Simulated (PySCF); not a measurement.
## Basis-set dependence of population analyses: `O[Si](O)(O)C(F)F`

Compound: CH4F2O3Si.
Bonds: O1–Si2, Si2–O3, Si2–O4, Si2–C5, C5–F6, C5–F7. Hydrogens: H8 on O1; H9 on O3; H10 on O4; H11 on C5.

PBE0 throughout (PySCF), one geometry, spherical d and f functions. Geometry: PBE0-D3(BJ)/def2-SVP, one conformer, isolated molecule. Atoms taken as equivalent share a column and are averaged.

Mulliken charges (e):

```json
{"basis": "STO-3G", "functions": "43", "O1/O3/O4": "-0.455", "Si2": "+1.013", "C5": "-0.047", "F6/F7": "-0.126", "H8/H9/H10": "+0.196", "H11": "+0.064"}
{"basis": "6-31G", "functions": "75", "O1/O3/O4": "-0.781", "Si2": "+1.334", "C5": "+0.134", "F6/F7": "-0.315", "H8/H9/H10": "+0.433", "H11": "+0.205"}
{"basis": "pcSseg-0", "functions": "75", "O1/O3/O4": "-0.843", "Si2": "+1.850", "C5": "-0.079", "F6/F7": "-0.363", "H8/H9/H10": "+0.409", "H11": "+0.258"}
{"basis": "6-31G*", "functions": "110", "O1/O3/O4": "-0.725", "Si2": "+1.009", "C5": "+0.297", "F6/F7": "-0.329", "H8/H9/H10": "+0.455", "H11": "+0.165"}
{"basis": "cc-pVDZ", "functions": "122", "O1/O3/O4": "-0.347", "Si2": "+0.669", "C5": "+0.232", "F6/F7": "-0.224", "H8/H9/H10": "+0.181", "H11": "+0.045"}
{"basis": "def2-SVP", "functions": "122", "O1/O3/O4": "-0.405", "Si2": "+0.834", "C5": "+0.220", "F6/F7": "-0.256", "H8/H9/H10": "+0.207", "H11": "+0.053"}
{"basis": "aug-cc-pVDZ", "functions": "201", "O1/O3/O4": "-0.741", "Si2": "+1.975", "C5": "+1.049", "F6/F7": "-0.445", "H8/H9/H10": "+0.138", "H11": "-0.327"}
{"basis": "6-311+G(2d,p)", "functions": "221", "O1/O3/O4": "-0.721", "Si2": "+1.607", "C5": "+0.048", "F6/F7": "-0.261", "H8/H9/H10": "+0.289", "H11": "+0.161"}
{"basis": "def2-TZVP", "functions": "247", "O1/O3/O4": "-0.516", "Si2": "+0.693", "C5": "+0.162", "F6/F7": "-0.202", "H8/H9/H10": "+0.338", "H11": "+0.086"}
{"basis": "cc-pVTZ", "functions": "270", "O1/O3/O4": "-0.354", "Si2": "+0.570", "C5": "+0.233", "F6/F7": "-0.205", "H8/H9/H10": "+0.212", "H11": "+0.034"}
{"basis": "IGLO-III", "functions": "294", "O1/O3/O4": "-0.632", "Si2": "+1.357", "C5": "+0.078", "F6/F7": "-0.250", "H8/H9/H10": "+0.283", "H11": "+0.113"}
{"basis": "pcSseg-2", "functions": "315", "O1/O3/O4": "-0.520", "Si2": "+1.095", "C5": "+0.301", "F6/F7": "-0.278", "H8/H9/H10": "+0.228", "H11": "+0.036"}
```

IAO charges (e):

| basis | functions | O1/O3/O4 | Si2 | C5 | F6/F7 | H8/H9/H10 | H11 |
| --- | --- | --- | --- | --- | --- | --- | --- |
| STO-3G | 43 | -0.585 | +1.292 | -0.076 | -0.150 | +0.245 | +0.107 |
| 6-31G | 75 | -0.753 | +1.435 | +0.085 | -0.281 | +0.376 | +0.174 |
| pcSseg-0 | 75 | -0.744 | +1.471 | +0.070 | -0.278 | +0.361 | +0.164 |
| 6-31G* | 110 | -0.781 | +1.558 | +0.125 | -0.299 | +0.371 | +0.144 |
| cc-pVDZ | 122 | -0.777 | +1.539 | +0.127 | -0.299 | +0.372 | +0.146 |
| def2-SVP | 122 | -0.775 | +1.549 | +0.125 | -0.301 | +0.369 | +0.144 |
| aug-cc-pVDZ | 201 | -0.796 | +1.562 | +0.131 | -0.309 | +0.385 | +0.158 |
| 6-311+G(2d,p) | 221 | -0.804 | +1.594 | +0.122 | -0.310 | +0.386 | +0.159 |
| def2-TZVP | 247 | -0.806 | +1.608 | +0.126 | -0.311 | +0.383 | +0.154 |
| cc-pVTZ | 270 | -0.802 | +1.595 | +0.127 | -0.309 | +0.383 | +0.153 |
| IGLO-III | 294 | -0.807 | +1.605 | +0.123 | -0.311 | +0.386 | +0.157 |
| pcSseg-2 | 315 | -0.807 | +1.607 | +0.125 | -0.311 | +0.385 | +0.156 |

Hirshfeld charges (e):

| basis | functions | O1/O3/O4 | Si2 | C5 | F6/F7 | H8/H9/H10 | H11 |
| --- | --- | --- | --- | --- | --- | --- | --- |
| STO-3G | 43 | -0.283 | +0.601 | +0.056 | -0.096 | +0.128 | +0.001 |
| 6-31G | 75 | -0.327 | +0.520 | +0.065 | -0.115 | +0.188 | +0.063 |
| pcSseg-0 | 75 | -0.327 | +0.544 | +0.060 | -0.118 | +0.188 | +0.050 |
| 6-31G* | 110 | -0.307 | +0.463 | +0.057 | -0.106 | +0.187 | +0.052 |
| cc-pVDZ | 122 | -0.302 | +0.482 | +0.042 | -0.101 | +0.179 | +0.046 |
| def2-SVP | 122 | -0.305 | +0.491 | +0.048 | -0.108 | +0.182 | +0.047 |
| aug-cc-pVDZ | 201 | -0.310 | +0.522 | +0.045 | -0.109 | +0.175 | +0.054 |
| 6-311+G(2d,p) | 221 | -0.309 | +0.514 | +0.051 | -0.113 | +0.178 | +0.055 |
| def2-TZVP | 247 | -0.308 | +0.502 | +0.048 | -0.109 | +0.180 | +0.052 |
| cc-pVTZ | 270 | -0.307 | +0.503 | +0.046 | -0.106 | +0.178 | +0.050 |
| IGLO-III | 294 | -0.305 | +0.507 | +0.049 | -0.111 | +0.177 | +0.052 |
| pcSseg-2 | 315 | -0.311 | +0.518 | +0.046 | -0.109 | +0.178 | +0.053 |

Some averages cover members that differ in this geometry, most widely: O1/O3/O4, Mulliken in aug-cc-pVDZ -0.764 to -0.716; O1/O3/O4, Mulliken in 6-311+G(2d,p) -0.744 to -0.704; O1/O3/O4, Mulliken in IGLO-III -0.651 to -0.617 e.

Q: Which scheme is steadiest as the basis changes?

A: Largest range over the bases for any column: Hirshfeld 0.14 e, IAO 0.32 e, Mulliken 1.41 e. Hirshfeld charges move least and Mulliken charges most, counted in e. Without the minimal STO-3G basis the ranges are Hirshfeld 0.08, IAO 0.17, Mulliken 1.41 e.

Q: How much do the charges still move between the two largest bases, IGLO-III and pcSseg-2?

A: At most, over all atoms: Mulliken 0.261 e, IAO 0.002 e, Hirshfeld 0.011 e.

Q: What do the same runs give for the total energy, the frontier levels and the dipole moment?

A: 
```tsv
basis	energy (Eh)	HOMO (eV)	LUMO (eV)	μ (D)
STO-3G	-744.9701	-3.77	6.65	1.04
6-31G	-754.6678	-8.74	0.65	0.96
pcSseg-0	-753.4495	-8.59	0.89	1.35
6-31G*	-754.8621	-8.22	1.28	1.19
cc-pVDZ	-754.9142	-8.22	1.12	1.28
def2-SVP	-754.4549	-8.35	1.09	1.37
aug-cc-pVDZ	-754.9753	-8.68	-0.48	1.24
6-311+G(2d,p)	-755.0911	-8.74	-0.32	1.29
def2-TZVP	-755.1440	-8.61	0.47	1.31
cc-pVTZ	-755.1173	-8.50	0.61	1.29
IGLO-III	-755.1527	-8.67	0.15	1.31
pcSseg-2	-755.1510	-8.70	0.02	1.30
```

The dipole is fixed by the density alone, so its range of 0.41 D shows that the density itself changes with the basis, not only its division among atoms.
